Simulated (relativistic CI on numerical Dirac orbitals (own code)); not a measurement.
## Line list: Electric-dipole lines, Yb3+

Computed by Dirac-Coulomb-Breit CI, orbitals from a KLI potential per configuration, a model potential for QED, valence Slater integrals scaled by 0.85, P86 correlation estimate, and configurations built on the next ion tied to the tabulated ionisation energy (semi-empirical) (own radial code, finite nucleus).

Configurations in the expansion (outside the closed core [Kr] 4d10 5s2): 4f13 5p6, 4f12 5p6 5d, 4f12 5p6 6s, 4f12 5p6 6p, 4f12 5p6 6d, 4f12 5p6 7s, 4f12 5p6 5f, 4f12 5p6 6f, 4f11 5p6 5d2, 4f13 5p5 5d, 4f14 5p5, 4f13 5p4 5d2, 4f13 5p5 5f, 4f11 5p6 5d 6s, 4f12 5p6 7p, 4f13 5p5 5g, 4f12 5p6 5g, 4f13 5p5 6s, 4f11 5p6 6s2, 4f12 5p6 7d, 4f11 5p6 5d 6p, 4f13 5p5 6p, 4f12 5p5 6s 6p, 4f12 5p6 7f. Levels of other configurations are missing.

```csv
λ vac (Å),Lower,Upper,A (s⁻¹),E lower (cm⁻¹),E upper (cm⁻¹)
1282.5,4f12 5p6 5d 4K_17/2 [7],4f12 5p6 6p 4I°_15/2 [135],8.82e+08,86396.0,164366.6
1296.1,4f12 5p6 5d 4K_15/2 [26],4f12 5p6 6p 4I°_13/2 [150],8.71e+08,96918.4,174075.6
1317.3,4f12 5p6 5d 4F_9/2 [3],4f12 5p6 6p 4G°_11/2 [131],5.14e+08,80623.5,156538.6
1318.7,4f12 5p6 5d 4H_13/2 [41],4f12 5p6 6p 4G°_11/2 [158],8.19e+08,103340.8,179173.2
1318.9,4f12 5p6 5d 4G_11/2 [21],4f12 5p6 6p 4F°_9/2 [141],5.71e+08,94839.5,170657.9
1330.0,4f12 5p6 5d 4I_15/2 [12],4f12 5p6 6p 4H°_13/2 [138],5.39e+08,90621.4,165810.5
1342.2,4f12 5p6 5d 4H_13/2 [24],4f12 5p6 6p 4G°_11/2 [144],6.53e+08,96671.6,171176.7
1344.4,4f12 5p6 5d 4H_13/2 [13],4f12 5p6 6p 2H°_11/2 [137],4.03e+08,91052.3,165436.5
1356.0,4f12 5p6 5d 4I_15/2 [12],4f12 5p6 6p 4I°_15/2 [135],2.49e+08,90621.4,164366.6
1373.3,4f12 5p6 5d 2K_15/2 [4],4f12 5p6 6p 2I°_13/2 [132],6.72e+08,84367.3,157182.4
1376.5,4f12 5p6 5d 4K_13/2 [19],4f12 5p6 6p 4I°_11/2 [140],6.24e+08,94029.8,166676.4
1378.6,4f12 5p6 5d 2H_11/2 [10],4f12 5p6 6p 2G°_9/2 [133],3.69e+08,90256.0,162794.5
1396.1,4f12 5p6 5d 4G_11/2 [5],4f12 5p6 6p 4G°_11/2 [131],3.35e+08,84910.6,156538.6
1443.1,4f12 5p6 5d 4H_13/2 [8],4f12 5p6 6p 2I°_13/2 [132],2.72e+08,87886.1,157182.4
1830.1,4f12 5p6 6s 4H_13/2 [65],4f12 5p6 6p 4H°_13/2 [138],5.65e+08,111168.8,165810.5
1859.0,4f12 5p6 6s 4F_9/2 [74],4f12 5p6 6p 4G°_11/2 [144],8.12e+08,117383.2,171176.7
1873.3,4f12 5p6 6s 2H_9/2 [91],4f12 5p6 6p 4G°_11/2 [158],8.10e+08,125791.9,179173.2
1879.8,4f12 5p6 6s 4H_13/2 [65],4f12 5p6 6p 4I°_15/2 [135],8.21e+08,111168.8,164366.6
1881.2,4f12 5p6 6s 4H_11/2 [81],4f12 5p6 6p 4I°_13/2 [150],8.14e+08,120918.1,174075.6
1898.5,4f12 5p6 6s 2I_13/2 [124],4f12 5p6 6p 2K°_15/2 [265],7.99e+08,150113.2,202785.0
```

Terms are leading LS components. Brackets give the number of a level in order of energy, since labels repeat. The list gives strong lines, with weight on those to low levels, without configurations that were not tied to measured data, without lines whose two gauges differ by over a factor of 2.5, among the lowest 300 of 8173 levels, so that lines to higher ones, which can be the strongest, are missing, and without lines across small gaps between configurations, and without 34 lines that miss the measured interval by over 3.5 %, start from a term whose rates miss tabulated ones by over 60 %, have gauges far apart or, lacking measured levels, span too small a gap for the errors found; lines with a level outside our table were not tested and can miss by more. Levels whose partners in the same complex of configurations lie outside the list can be far off, and so can their lines. Rates are taken at the computed energies, electric ones in the length gauge.

Configurations that consist of the next ion and one excited electron were tied to the tabulated ionisation energy; Rydberg ones are usually within 1,000 to 3,000 cm⁻¹ and the lowest ones within about 6,000 (9,000 in d shells), while levels on excited terms of the next ion carry the error of that term, and the other configurations can be misplaced by 10,000 cm⁻¹ or more. Rates follow the energies as ν³ (E1, M1) or ν⁵ (E2), so rates, branching and lifetimes can be off by large factors. The fine structure of a lone outer electron comes out too small, for d and f at times inverted, and misplaced configurations move strength between like terms. 1 of the 65 excited levels that our extract of the measured tables holds in this range could be paired (the sources list more); they are missed by 363 cm⁻¹ on average and 363 at most, and levels without a partner can miss by more.

LS names give the leading component of a level, which can be under half, so a name can repeat, a term be missing and a line seem to break the LS rules.
